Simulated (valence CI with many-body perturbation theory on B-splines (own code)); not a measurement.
# Tb43+: calculated level list

Calculated by valence CI with perturbative core correlation (CI+MBPT): four valence electrons over a frozen Dirac-Fock core [Ar], radial functions for each j: 9 s, 9 p, 10 d, 8 f, 5 g, 3 h, 1 i, with the one-electron correlation potential Σ1, the two-electron term Σ2, the three-electron term Σ3, Breit, model QED; selected CI, second order for the rest (own B-spline code, finite nucleus).

The last digits are not significant, and no measured levels were compared; by estimate large intervals hold to a few tenths of a per cent, small ones and those within an open d or f shell to about a per cent. Only levels of the ground parity were solved; by the run's estimate the other parity begins above the list, which can be wrong where configurations are misplaced.

Levels 1 to 34 of 34, with energies above the lowest level, (3d3/2^4) J=0. "Leading %" is the weight of the configuration and term that name the level; weights of strongly mixed levels are sums over their largest components and can fall short. In the jj column 3d3/2^4 stands for four electrons in 3d with j = 3/2.

```
No.  Configuration  Term  J  E (eV)  Leading %      g  Second component               Leading jj
  1            3d4    3P  0    0.00         58              29 % 3d4 5D           3d3/2^4 (98 %)
  2            3d4    5D  1   31.62         62  1.492       38 % 3d4 3P     3d3/2^3 3d5/2 (98 %)
  3            3d4    3F  4   42.03         30  1.081       23 % 3d4 3H     3d3/2^3 3d5/2 (97 %)
  4            3d4    5D  2   42.96         46  1.254       15 % 3d4 3F     3d3/2^3 3d5/2 (87 %)
  5            3d4    3F  3   46.28         29  1.161       26 % 3d4 5D     3d3/2^3 3d5/2 (90 %)
  6            3d4    5D  0   70.81         65              21 % 3d4 1S   3d3/2^2 3d5/2^2 (97 %)
  7            3d4    5D  2   72.60         42  1.190       23 % 3d4 3F   3d3/2^2 3d5/2^2 (89 %)
  8            3d4    3H  4   73.22         40  1.150       39 % 3d4 5D   3d3/2^2 3d5/2^2 (96 %)
  9            3d4    5D  3   75.00         47  1.141       38 % 3d4 3G   3d3/2^2 3d5/2^2 (88 %)
 10            3d4    3H  5   78.56         68  1.079       32 % 3d4 3G  3d3/2^2 3d5/2^2 (100 %)
 11            3d4    3H  6   81.08         50  1.075       50 % 3d4 1I   3d3/2^2 3d5/2^2 (99 %)
 12            3d4    3P  1   81.78         45  1.126       36 % 3d4 3D   3d3/2^2 3d5/2^2 (93 %)
 13            3d4    3G  4   85.40         57  1.028       37 % 3d4 1G   3d3/2^2 3d5/2^2 (97 %)
 14            3d4    3F  3   85.65         44  1.093       28 % 3d4 3D   3d3/2^2 3d5/2^2 (95 %)
 15            3d4    3D  2   86.82         35  1.097       30 % 3d4 3F   3d3/2^2 3d5/2^2 (95 %)
 16            3d4    3F  2   97.16         47  0.991       29 % 3d4 3P   3d3/2^2 3d5/2^2 (93 %)
 17            3d4    3F  4  101.11         63  1.206       20 % 3d4 1G   3d3/2^2 3d5/2^2 (87 %)
 18            3d4    3P  2  111.13         42  1.187       32 % 3d4 1D   3d3/2^2 3d5/2^2 (88 %)
 19            3d4    5D  4  113.82         27  1.131       26 % 3d4 1G     3d3/2 3d5/2^3 (85 %)
 20            3d4    3F  3  114.32         45  1.160       24 % 3d4 5D     3d3/2 3d5/2^3 (95 %)
 21            3d4    3D  1  118.60         56  0.927       26 % 3d4 3P     3d3/2 3d5/2^3 (95 %)
 22            3d4    3G  5  118.96         68  1.138       32 % 3d4 3H    3d3/2 3d5/2^3 (100 %)
 23            3d4    1I  6  119.79         50  1.074       50 % 3d4 3H     3d3/2 3d5/2^3 (99 %)
 24            3d4    3P  0  120.18         62              38 % 3d4 1S   3d3/2^2 3d5/2^2 (52 %)
 25            3d4    3F  2  126.26         50  1.053       39 % 3d4 3P     3d3/2 3d5/2^3 (89 %)
 26            3d4    3D  3  127.93         36  1.089       36 % 3d4 1F     3d3/2 3d5/2^3 (97 %)
 27            3d4    1S  0  137.27         75              20 % 3d4 3P     3d3/2 3d5/2^3 (44 %)
 28            3d4    3F  3  140.17         66  1.057       31 % 3d4 1F    3d3/2 3d5/2^3 (100 %)
 29            3d4    3P  1  140.67         91  1.422        7 % 3d4 3D     3d3/2 3d5/2^3 (98 %)
 30            3d4    1G  4  141.24         70  1.041       21 % 3d4 3F     3d3/2 3d5/2^3 (94 %)
 31            3d4    1D  2  144.74         66  1.103       25 % 3d4 3P     3d3/2 3d5/2^3 (78 %)
 32            3d4    3F  4  160.01         48  1.155       21 % 3d4 1G           3d5/2^4 (95 %)
 33            3d4    1D  2  170.06         41  1.058       24 % 3d4 3D           3d5/2^4 (85 %)
 34            3d4    1S  0  192.00         53              46 % 3d4 3P           3d5/2^4 (85 %)
```

The ionisation energy to 3d3 4F_3/2 of the next ion comes out as 3458.7 eV (NIST: 3458 ± 4 eV (theoretical)). All 34 levels together are meant to be complete up to 199.68 eV.
